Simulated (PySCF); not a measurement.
Si(Cl)(F)2(tBu), C4H9ClF2Si, SMILES CC(C)(C)[Si](F)(F)Cl, GFN2-xTB optimised geometry.

```
17

C      0.25    -1.65     1.67
C     -0.14    -0.17     1.60
C      0.45     0.56     2.82
C     -1.67    -0.06     1.66
Si     0.53     0.63     0.00
F      0.25     2.21     0.00
F      2.13     0.63     0.00
Cl    -0.12    -0.14    -1.71
H     -0.12    -2.09     2.59
H      1.34    -1.76     1.65
H     -0.17    -2.21     0.84
H      0.07     0.11     3.73
H      0.17     1.61     2.81
H      1.53     0.49     2.82
H     -2.04    -0.51     2.58
H     -2.13    -0.59     0.82
H     -1.99     0.98     1.63
```

Density from B3LYP/def2-SVP run with PySCF 2.14.0 at that geometry.

Minimum of the electron density along straight lines between bonded atoms, close to the bond critical point (lines longer than 1.1 times the sum of covalent radii, or with two minima, are not listed):

| bond | length / Å | ρ at the minimum / e bohr⁻³ | ∇²ρ there / e bohr⁻⁵ | position (fraction from the first atom) |
|---|---|---|---|---|
| C1–C2 | 1.535 | 0.240 | -0.53 | 0.50 |
| C2–C3 | 1.536 | 0.239 | -0.53 | 0.50 |
| C2–C4 | 1.535 | 0.240 | -0.53 | 0.50 |
| C2–Si5 | 1.907 | 0.121 | 0.25 | 0.62 |
| Si5–F6 | 1.603 | 0.122 | 1.11 | 0.42 |
| Si5–F7 | 1.603 | 0.121 | 1.11 | 0.42 |
| Si5–Cl8 | 1.986 | 0.105 | 0.37 | 0.37 |
| C1–H9 | 1.089 | 0.277 | -1.01 | 0.62 |
| C1–H10 | 1.088 | 0.278 | -1.03 | 0.63 |
| C1–H11 | 1.088 | 0.278 | -1.02 | 0.62 |
| C3–H13 | 1.087 | 0.279 | -1.03 | 0.63 |
| C3–H14 | 1.087 | 0.279 | -1.03 | 0.63 |
| C4–H15 | 1.089 | 0.277 | -1.01 | 0.62 |
| C4–H16 | 1.088 | 0.278 | -1.02 | 0.62 |
| C4–H17 | 1.088 | 0.278 | -1.02 | 0.63 |
